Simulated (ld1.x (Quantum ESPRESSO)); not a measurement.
B, PAW: configuration errors across variants

```json
{"Element": "B (Z = 5)", "Generator": "ld1.x (Quantum ESPRESSO) 7.5", "Type": "PAW", "Functional": "PBEsol", "Relativity": "scalar-relativistic", "Frozen core": "[He]", "Valence charge": "3", "Reference configuration": "2s2 2p1", "Partial waves": "2s (bound): rcut 1.05, rcutus 1.35 bohr; 2s channel at 1.95 Ry: rcut 1.05, rcutus 1.35 bohr; 2p (bound): rcut 2.55, rcutus 2.80 bohr; 2p channel at 1.35 Ry: rcut 2.55, rcutus 2.80 bohr", "Local potential": "all-electron potential smoothed inside 2.45 bohr (lloc = -1)", "Core correction": "Bessel-smoothed model core inside 1.30 bohr", "Augmentation charge": "PSQ, inside the norm-conserving radii"}
```

All-electron excitation energies from the reference (eV): (1) 2s2 2p0 8.139; (2) 2s1 2p0 33.401; (3) 2s2 2p0.5 2.855; (4) 2s1 2p1 14.264; (5) 2s1 2p2 5.819; (6) 2s0 2p3 11.657; (7) 2s2 2p1.3 -0.724.

The overlap operator is not positive definite (basis up to 400 Ry) in “waves 2s (bound): rcut 1.05, rcutus 1.62 bohr; 2s channel at 1.95 Ry: rcut 1.05, rcutus 1.62 bohr”. Such files are unfit for use, however small their errors in these radial tests.

2 further variants failed, have other tests or too few solved ones, and are left out.

Errors AE − PS in meV (a dash: test not solved or not reliable):

| change | (1) | (2) | (3) | (4) | (5) | (6) | (7) | bound ghosts |
| --- | --- | --- | --- | --- | --- | --- | --- | --- |
| base | -0.3 | -6.3 | +0.1 | -0.7 | -0.6 | -2.6 | +0.1 | none |
| waves 2s (bound): rcut 1.05, rcutus 1.30 bohr; 2s channel at 1.95 Ry: rcut 1.05, rcutus 1.30 bohr | -0.3 | -6.3 | +0.1 | -0.7 | -0.6 | -2.6 | +0.1 | none |
| waves 2s (bound): rcut 1.05, rcutus 1.46 bohr; 2s channel at 1.95 Ry: rcut 1.05, rcutus 1.46 bohr | -0.3 | -6.5 | +0.1 | -0.7 | -0.6 | -2.7 | +0.1 | none |
| waves 2s (bound): rcut 1.05, rcutus 1.62 bohr; 2s channel at 1.95 Ry: rcut 1.05, rcutus 1.62 bohr | -1.0 | -13 | -0.1 | -1.6 | -0.7 | -2.7 | +0.1 | not determined (overlap not positive) |
| waves 2s (bound): rcut 1.05, rcutus 1.72 bohr; 2s channel at 1.95 Ry: rcut 1.05, rcutus 1.72 bohr | -0.2 | -6.0 | +0.1 | -0.7 | -0.6 | -2.7 | +0.1 | none |
| waves 2s (bound): rcut 1.05, rcutus 1.88 bohr; 2s channel at 1.95 Ry: rcut 1.05, rcutus 1.88 bohr | -0.3 | -6.3 | +0.1 | -0.7 | -0.6 | -2.7 | +0.1 | none |
| waves 2s (bound): rcut 1.05, rcutus 2.02 bohr; 2s channel at 1.95 Ry: rcut 1.05, rcutus 2.02 bohr | -0.3 | -6.4 | +0.1 | -0.7 | -0.6 | -2.7 | +0.1 | none |

(1) Give the same row for: waves 2s (bound): rcut 1.05, rcutus 1.12 bohr; 2s channel at 1.95 Ry: rcut 1.05, rcutus 1.12 bohr.

Results:

(1) -0.2, -5.8, +0.1, -0.8, -0.6, -2.6, +0.1; bound ghosts: none.
